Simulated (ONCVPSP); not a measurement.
What the settings do to the ONCV potential of terbium

Base potential:

ONCVPSP 4.0.1 input, shortened (lines: element, Z, core and valence counts, functional; n l f; lmax; l rc ep ncon nbas qcut; lloc lpopt rc5 dvloc0; l nproj debl; icmod fcfact rcfact), PBE, scalar-relativistic:

```
  Tb 65.00   10    4        4      upf
    1    0    2.00
    2    0    2.00
    2    1    6.00
    3    0    2.00
    3    1    6.00
    3    2   10.00
    4    0    2.00
    4    1    6.00
    4    2   10.00
    4    3    8.00
    5    0    2.00
    5    1    6.00
    5    2    1.00
    6    0    2.00
    2
    0    1.70    0.00    3    7    5.60
    1    2.50    0.00    3    6    5.20
    2    2.70    0.00    4    8    5.00
    4    5    1.60   -1.00
    0    2    2.80
    1    2    3.10
    2    3    3.90
    0    0.00    0.00
```

Cutoffs, loose and tight: the cutoffs (Ha) at which the residual kinetic energy of the hardest occupied pseudo-wave falls to 1 and 0.1 mHa per electron. They do not see the model core or the augmentation charge, which bear on the density cutoff. Test errors are all-electron minus pseudo excitation energies from the reference, over the configurations 5s2 5p6 5d1 6s1; 5s2 5p6 5d1 6s0; 5s2 5p6 5d0 6s0; 5s2 5p6 5d1.5 6s1.5. A dash means not determined; rows that change the core or the reference have their own tests. The largest error is taken over the tests solved by every variant that gives reliable tests at all: 5s2 5p6 5d1 6s0; 5s2 5p6 5d1 6s1; 5s2 5p6 5d1.5 6s1.5.

```csv
change,outcome,"cutoff, loose","cutoff, tight",bound ghosts,GHOST(+) flags above zero,largest test error (meV)
base,generated,13 Ha,20 Ha,none,s,+18
"all radii scaled by about 0.79 (s 1.34, p 1.96, d 2.12 bohr); local potential polynomial inside 1.26 bohr (lpopt 5, dvloc0 -1 Ha)",generated,27 Ha,79 Ha,none,"s, p",+20
"all radii scaled by about 0.86 (s 1.46, p 2.16, d 2.32 bohr); local potential polynomial inside 1.38 bohr (lpopt 5, dvloc0 -1 Ha)",generated,17 Ha,65 Ha,none,s,+19
"all radii scaled by about 1.11 (s 1.90, p 2.78, d 3.00 bohr); local potential polynomial inside 1.78 bohr (lpopt 5, dvloc0 -1 Ha)",generated,12 Ha,14 Ha,none,s,+16
"all radii scaled by about 1.19 (s 2.02, p 2.98, d 3.22 bohr); local potential polynomial inside 1.92 bohr (lpopt 5, dvloc0 -1 Ha)",generated,11 Ha,13 Ha,none,none,+14
"all radii scaled by about 1.30 (s 2.20, p 3.24, d 3.50 bohr); local potential polynomial inside 2.08 bohr (lpopt 5, dvloc0 -1 Ha)","generated, projector energies reset by the program",10.0 Ha,12 Ha,none,none,+6.5
```

Q: What comes out with this change to the base: all radii scaled by about 0.91 (s 1.54, p 2.28, d 2.46 bohr); local potential polynomial inside 1.46 bohr (lpopt 5, dvloc0 -1 Ha)?

A: outcome: generated; cutoff, loose: 15 Ha; cutoff, tight: 56 Ha; bound ghosts: none; GHOST(+) flags above zero: s; largest test error (meV): +19.

Q: What comes out with this change to the base: all radii scaled by about 1.05 (s 1.78, p 2.62, d 2.82 bohr); local potential polynomial inside 1.68 bohr (lpopt 5, dvloc0 -1 Ha)?

A: outcome: generated; cutoff, loose: 13 Ha; cutoff, tight: 16 Ha; bound ghosts: none; GHOST(+) flags above zero: s; largest test error (meV): +18.

Q: What comes out with this change to the base: all radii scaled by about 1.26 (s 2.14, p 3.14, d 3.40 bohr); local potential polynomial inside 2.02 bohr (lpopt 5, dvloc0 -1 Ha)?

A: outcome: generated, projector energies reset by the program; cutoff, loose: 10 Ha; cutoff, tight: 13 Ha; bound ghosts: none; GHOST(+) flags above zero: none; largest test error (meV): +9.7.

Reading the sweep of the scale of all radii (base = 1) (base included, trends over the rows without a ghost): The loose cutoff falls from 27 Ha at 0.79 to 10.0 Ha at 1.3. A larger radius leaves more room for a smooth pseudo-wave, so fewer plane waves are needed; a smaller one forces it to follow the all-electron wave where it bends sharply.
